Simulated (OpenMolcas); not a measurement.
## F I: the spin-orbit constant, worked from levels

```
Program             : OpenMolcas 26.06
Basis               : ANO-R3 [4s4p2d1f]
Scalar Hamiltonian  : X2C, finite nucleus
Active space        : 5 electrons in 9 orbitals (RAS2 2p; RAS3 3s 3d, at most 1 electron)
State averaging     : 2S+1 = 2 odd, 3 roots; 2S+1 = 4 even, 3 roots; 2S+1 = 2 even, 8 roots
Spin-orbit coupling : state interaction with AMFI integrals over the reference wave functions, term energies averaged over their components
```

Methods: RASSCF; SS-RASPT2, IPEA 0.25 Eh, imaginary shift 0.1 Eh (closed shells correlated: 1s 2s). Measured levels: NIST Handbook of Basic Atomic Spectroscopic Data.

**The spin-orbit constant.** For the Hund term ²P° of p5, E(J) = (A/2) J(J+1) + constant and ζ = -2S·A = -A. From J = 1/2 to J = 3/2 the energy changes by 1.5 A.

```
   Source  E(3/2) - E(1/2)       A    ζ
   RASSCF           -399.8  -266.5  267
SS-RASPT2           -399.8  -266.5  267
 measured           -404.1  -269.4  269
```

All in cm-1. SS-RASPT2 is off by -1.1 % and RASSCF by -1.1 %. Both methods take the spin-orbit matrix elements from the reference wave functions, so the second can move ζ only through the term energies and any multistate remixing.

Without dynamic correlation excited terms often stand tens of per cent too high (terms of higher spin than the ground term too low), and those without a measured partner can miss by more than the paired ones (holds for RASSCF). Computed and measured levels are paired by configuration, term and J; levels that our copy of the source lacks, or whose pairing is in doubt (as where it misses far off the trend of its configuration), stay unpaired and out of the deviations. Levels of configurations outside the active space are missing.

° marks odd parity.
